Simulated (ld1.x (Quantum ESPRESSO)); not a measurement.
## Pseudopotential generation for Rh (Z = 45): PAW, PW91, scalar-relativistic.

```
Element                 : Rh (Z = 45)
Generator               : ld1.x (Quantum ESPRESSO) 7.5
Type                    : PAW
Functional              : PW91
Relativity              : scalar-relativistic
Frozen core             : [Ar] 3d10
Valence charge          : 17
Reference configuration : 4s2 4p6 4d7 5s2 5p0
Partial waves           : 4s (bound): rcut 1.50, rcutus 1.65 bohr; 5s (bound): rcut 1.50, rcutus 1.65 bohr; 4p (bound): rcut 1.90, rcutus 2.00 bohr; 5p (bound, empty): rcut 1.90, rcutus 2.00 bohr; 4d (bound): rcut 1.40, rcutus 1.60 bohr; 4d channel at 3.15 Ry: rcut 1.40, rcutus 1.60 bohr
Local potential         : all-electron potential smoothed inside 1.75 bohr (lloc = -1)
Core correction         : Bessel-smoothed model core inside 1.65 bohr
Augmentation charge     : BESSEL, radius 1.30 bohr
```

All-electron outer shells of the reference configuration (PW91, scalar-relativistic, ld1.x):

| shell | level (eV) | outermost node (bohr) | outermost maximum (bohr) |
| --- | --- | --- | --- |
| 3p | -486.89 | 0.15 | 0.34 |
| 3d | -304.69 | – | 0.29 |
| 4s | -86.16 | 0.47 | 0.88 |
| 4p | -53.93 | 0.47 | 0.94 |
| 4d | -8.73 | 0.46 | 1.13 |
| 5s | -5.38 | 1.18 | 2.54 |
| 5p | -1.37 | 1.34 | 3.51 |

Problem. Does the generator finish with these settings?

Solution. Yes, a potential is produced and its reference levels are reproduced.

Problem. Is the overlap operator S = 1 + Σ q|β⟩⟨β| positive definite (Bessel basis up to 400 Ry)?

Solution. No: its lowest eigenvalue is -26.284, in the p channel, so the generalised eigenproblem breaks down once the basis is large enough.

Problem. Tests: 4s2 4p6 4d8 5s1 5p0; 4s2 4p6 4d8 5s0 5p0; 4s2 4p6 4d7 5s0 5p0; 4s2 4p6 4d7 5s1 5p0; 4s2 4p6 4d8 5s0.5 5p0; 4s2 4p6 4d9 5s0 5p0; 4s2 4p6 4d8 5s0 5p1. Which has the largest error in its energy relative to the reference configuration, and how large is it?

Solution. 4s2 4p6 4d9 5s0 5p0, with -105 meV (all-electron minus pseudo) on -3.38 eV.

The ghost test of this file was not conclusive. Its overlap operator is not positive definite in a basis up to 400 Ry (lowest eigenvalue p -26.28), so the file is unfit for use: the generalised eigenproblem breaks down once the basis is large enough, and its test numbers describe a broken file.
